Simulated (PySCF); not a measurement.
Geometry (Å), atoms numbered from 1 in this order:
```xyz
8

Si    0.0077    0.0115   -0.9823
C    -0.0043   -0.0111    0.9506
F    -1.2566   -0.0013    1.4301
F     0.6266    1.0542    1.4648
F     0.6002   -1.1037    1.4391
H     1.4260   -0.0341   -1.4300
H    -0.6556    1.2690   -1.4221
H    -0.7440   -1.1846   -1.4502
```

Geometry: PBE0-D3(BJ)/def2-SVP; GIAO absolute shieldings from PySCF 2.14.0 with density-fitted response routines, gas phase, non-relativistic, averaged over equivalent atoms.

At B3LYP/pcSseg-1 (107 basis functions, 6.2 s wall time on 1 thread of an x86-64 server CPU, shared host):
| atoms | σ (ppm) |
| --- | --- |
| Si1 | 408.1 |
| C2 | 42.6 |
| F3/F4/F5 | 239.0 |
| H6/H7/H8 | 27.43 |

Task: Estimate the result of repeating the calculation with PBE0/pcSseg-1.

Result: 
```json
{"atoms": "Si1", "σ at PBE0/pcSseg-1": "419.6", "change": "+11.5"}
{"atoms": "C2", "σ at PBE0/pcSseg-1": "50.2", "change": "+7.6"}
{"atoms": "F3/F4/F5", "σ at PBE0/pcSseg-1": "242.5", "change": "+3.5"}
{"atoms": "H6/H7/H8", "σ at PBE0/pcSseg-1": "27.23", "change": "-0.20"}
```

The largest change is at Si1 (silicon bonded to C, 3 H). Cost: 107 basis functions, 9.4 s wall time on 1 thread of an x86-64 server CPU, shared host.
